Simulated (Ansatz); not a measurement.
`[SiH3][SiH2]Br` → `[SiH3]Br` + `[SiH2]` at 700 K and 1 bar (silylene loss).

Isolated molecules relaxed with PBE0-D4/def2-TZVP in Ansatz; ΔE leaves out vibrations. CCSD(T)/CBS adds triple-zeta CCSD(T) − MP2 to the extrapolated MP2 energy (def2 sets, frozen cores). This one scheme is used for every species. For Br outer-core shells are correlated without core-valence functions, which leaves a few kJ/mol of doubt a bond. Scalar relativity is left out up to krypton.

```
         species  CCSD(T)/CBS energy (Eh)  H − E (kJ/mol)  S (J/(mol·K))
`[SiH3][SiH2]Br`              -3154.51510           177.9          432.7
      `[SiH3]Br`              -2864.23411           106.5          319.2
        `[SiH2]`               -290.19011            56.3          240.4
```

H − E and S are ideal-gas, rigid-rotor, harmonic terms from PBE0-D4/def2-TZVP. 1 Eh = 2625.50 kJ/mol, R = 8.31446 J/(mol·K).

Problem. By hand: ΔE, ΔH, ΔS and ΔG.

Solution. ΔE = (-2864.23411) + (-290.19011) − (-3154.51510) = 0.09088 Eh = 238.6 kJ/mol. Δ(H − E) = 106.5 + 56.3 − 177.9 = -15.1, so ΔH = 223.5 kJ/mol. ΔS = 319.2 + 240.4 − 432.7 = 126.9 J/(mol·K). ΔG = 223.5 − 700 × (126.9)/1000 = 134.7 kJ/mol.

Problem. By hand: the equilibrium constant, and the temperature at which ΔG would vanish if ΔH and ΔS stayed fixed.

Solution. log₁₀ K = −ΔG/(RT ln 10) = -10.1. ΔG = 0 at ΔH/ΔS = 1761 K.

The number of gas molecules changes by +1, which sets the sign of ΔS. A doubt of 5 kJ/mol in ΔE shifts log₁₀ K by 0.4 here. These are equilibria of isolated gas molecules and say nothing of rates. Largest T1 diagnostic: 0.014 (customary marks: 0.02 for closed shells, 0.045 for open ones).
